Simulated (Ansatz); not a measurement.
Two isomers of CH8N2Si2: A = `N=C([SiH3])[SiH2]N`, B = `N[SiH]1NC[SiH2]1`.

Program: Ansatz. Geometries: PBE0-D4/def2-TZVP. ΔE: electronic, gas phase. CCSD(T)/CBS is the MP2 limit (def2-TZVPP, def2-QZVPP) plus CCSD(T) − MP2 in def2-TZVPP, frozen cores. Functionals use def2-TZVPP. B3LYP here is the variant with VWN-RPA as its local correlation; programs differ in this. Each species was taken in one conformer, which may not be the lowest.

A:

```xyz
13

N     1.386    0.942    0.001
C     0.185    0.523    0.138
Si   -1.198    1.616    0.846
Si   -0.139   -1.271   -0.415
N     1.218   -2.120   -1.021
H     1.494    1.912    0.315
H    -1.764    1.010    2.081
H    -2.300    1.773   -0.141
H    -0.603    2.945    1.159
H    -0.674   -1.992    0.771
H    -1.185   -1.208   -1.472
H     1.618   -1.798   -1.890
H     1.962   -2.332   -0.372
```

B:

Z-matrix (Å, degrees):
```
Si
N 1 1.724
N 1 1.708 2 114.3
Si 1 2.340 2 75.9 3 124.6
H 1 1.494 2 117.8 3 -120.0
C 2 1.467 1 111.1 3 -130.3
H 2 1.009 1 130.1 3 58.2
H 3 1.006 1 123.0 2 57.7
H 3 1.006 1 121.3 2 -143.6
H 4 1.491 1 119.2 2 -104.6
H 4 1.490 1 122.5 2 114.7
H 6 1.096 2 113.3 1 -110.9
H 6 1.096 2 112.6 1 126.3
```

(1) Which is lower in electronic energy at CCSD(T)/CBS, and by how much? (Best estimate.)

(2) Give E(B) − E(A) in kJ/mol with B3LYP, ωB97M-V, HF/def2-TZVPP, PBE-D4, r2SCAN-D4, CCSD/def2-TZVPP, B2PLYP. (Best estimate.)

Largest T1 diagnostic: 0.013.

Results:

(1) The calculation gave: B, by 105.8 kJ/mol.

(2) The calculation gave: B3LYP -94.1, ωB97M-V -107.5, HF/def2-TZVPP -81.3, PBE-D4 -114.8, r2SCAN-D4 -112.0, CCSD/def2-TZVPP -100.0, B2PLYP -98.1. None reverses the order clearly.

From PBE to PBE0 (25 % exact exchange), in def2-TZVPP and without D4, E(B) − E(A) moves by −11.2 kJ/mol. In def2-TZVPP, CCSD(T) changes the Hartree–Fock value by −17.1 kJ/mol (the triples alone add +1.6 kJ/mol) and MP2 by −28.6 kJ/mol.
